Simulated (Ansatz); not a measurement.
Cost and result up the ladder for BCl2F (4 atoms). Total charge 0; singlet. Geometry: r2SCAN-D4/def2-TZVP.

Cartesian coordinates in Å:
```
B 0.0850 -0.0427 -0.0049
Cl -0.6008 0.3034 1.5593
Cl -0.7431 0.3681 -1.4821
F 1.2588 -0.6288 -0.0723
```

Ansatz on 4 threads of Intel Xeon 6975P-C on a shared host. Times are rough, and most runs start from the orbitals of an earlier one. ωB97X-V/def2-TZVP serves as the yardstick here, not as an exact answer. Differences are given only for rows in sets of like size (and for xTB, whose basis is part of the method), since another set adds its own error. Binding counts from free atoms at the same level (B doublet, Cl doublet, F doublet; other spins of the atoms weren't run), without zero-point energy or a counterpoise term.

LC-ωPBE has ω = 0.4 bohr⁻¹. HSE06 is defined as in plane-wave codes, on full-range PBE exchange. Correlated methods freeze 12 core orbitals.

Correlated methods converge slowly with the basis.

```tsv
level	functions	wall time
HF/STO-3G	28	0.05 s
PBE-D4/def2-SVP	64	0.2 s
PBE0-D4/def2-SVP	64	0.3 s
PBE-D4/def2-TZVP	136	0.4 s
BLYP-D4/def2-TZVP	136	0.4 s
MP2/def2-TZVP	136	0.45 s
HSE06-D4/def2-TZVP	136	0.55 s
LC-ωPBE/def2-TZVP	136	0.55 s
BHLYP-D4/def2-TZVP	136	0.6 s
CAM-B3LYP-D4/def2-TZVP	136	0.6 s
r2SCAN-D4/def2-TZVP	136	0.75 s
RPA@PBE/def2-TZVP	136	0.8 s
ωB97X-V/def2-TZVP	136	1 s
CCSD(T)/def2-TZVPP	146	3.5 s
```

Q: Estimate what each level gives for the binding energy per atom (eV).

A: 
```csv
level,binding energy per atom (eV),difference from ωB97X-V/def2-TZVP (eV)
HF/STO-3G,3.36,–
PBE-D4/def2-SVP,4.30,–
PBE0-D4/def2-SVP,4.16,–
PBE-D4/def2-TZVP,4.19,0.15
BLYP-D4/def2-TZVP,4.01,-0.03
MP2/def2-TZVP,4.15,0.11
HSE06-D4/def2-TZVP,4.09,0.05
LC-ωPBE/def2-TZVP,4.04,0.00
BHLYP-D4/def2-TZVP,3.84,-0.20
CAM-B3LYP-D4/def2-TZVP,4.02,-0.02
r2SCAN-D4/def2-TZVP,4.11,0.07
RPA@PBE/def2-TZVP,3.57,-0.47
ωB97X-V/def2-TZVP,4.04,0.00
CCSD(T)/def2-TZVPP,3.91,-0.13
```
